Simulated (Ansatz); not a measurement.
Molecule (SMILES): [GeH2] (GeH2) (closed-shell singlet).
Atoms: Ge1, H2, H3. Bonds: Ge1-H2, Ge1-H3.

Basis-set convergence of the harmonic zero-point energy at B3LYP with Ansatz (an electronic-structure program). Each level at its own minimum, finite differences of forces, unscaled; the reference is a large set that could be run, not a limit. Cartesian d functions, on some or all atoms, in 3-21G, 6-31G; all else is spherical. The program fits the integrals of some runs and decomposes those of others, by size. No added dispersion term, no relativity. Reference: the value in def2-QZVPPD, 6.75 kcal/mol. Deviations are taken from unrounded values.

```json
[
 {"basis": "STO-3G", "functions": "20", "harmonic zero-point energy (kcal/mol)": "7.89", "minus reference (kcal/mol)": "1.14"},
 {"basis": "pcseg-0", "functions": "26", "harmonic zero-point energy (kcal/mol)": "6.34", "minus reference (kcal/mol)": "-0.41"},
 {"basis": "3-21G", "functions": "27", "harmonic zero-point energy (kcal/mol)": "6.48", "minus reference (kcal/mol)": "-0.27"},
 {"basis": "6-31G", "functions": "33", "harmonic zero-point energy (kcal/mol)": "6.48", "minus reference (kcal/mol)": "-0.27"},
 {"basis": "def2-SV(P)", "functions": "36", "harmonic zero-point energy (kcal/mol)": "6.79", "minus reference (kcal/mol)": "0.04"},
 {"basis": "pcseg-1", "functions": "37", "harmonic zero-point energy (kcal/mol)": "6.76", "minus reference (kcal/mol)": "0.01"},
 {"basis": "aug-cc-pVDZ", "functions": "54", "harmonic zero-point energy (kcal/mol)": "6.71", "minus reference (kcal/mol)": "-0.04"},
 {"basis": "aug-pcseg-1", "functions": "54", "harmonic zero-point energy (kcal/mol)": "6.75", "minus reference (kcal/mol)": "0.00"},
 {"basis": "def2-TZVP", "functions": "60", "harmonic zero-point energy (kcal/mol)": "6.77", "minus reference (kcal/mol)": "0.02"},
 {"basis": "cc-pVTZ", "functions": "71", "harmonic zero-point energy (kcal/mol)": "6.75", "minus reference (kcal/mol)": "0.00"},
 {"basis": "pcseg-2", "functions": "71", "harmonic zero-point energy (kcal/mol)": "6.75", "minus reference (kcal/mol)": "0.00"},
 {"basis": "def2-TZVPD", "functions": "72", "harmonic zero-point energy (kcal/mol)": "6.77", "minus reference (kcal/mol)": "0.02"},
 {"basis": "def2-TZVPPD", "functions": "88", "harmonic zero-point energy (kcal/mol)": "6.75", "minus reference (kcal/mol)": "0.00"},
 {"basis": "aug-pcseg-2", "functions": "105", "harmonic zero-point energy (kcal/mol)": "6.75", "minus reference (kcal/mol)": "0.00"},
 {"basis": "cc-pVQZ", "functions": "128", "harmonic zero-point energy (kcal/mol)": "6.76", "minus reference (kcal/mol)": "0.01"},
 {"basis": "def2-QZVP", "functions": "135", "harmonic zero-point energy (kcal/mol)": "6.75", "minus reference (kcal/mol)": "0.00"},
 {"basis": "def2-QZVPP", "functions": "149", "harmonic zero-point energy (kcal/mol)": "6.75", "minus reference (kcal/mol)": "0.00"},
 {"basis": "def2-QZVPPD", "functions": "161", "harmonic zero-point energy (kcal/mol)": "6.75", "minus reference (kcal/mol)": "0.00"}
]
```
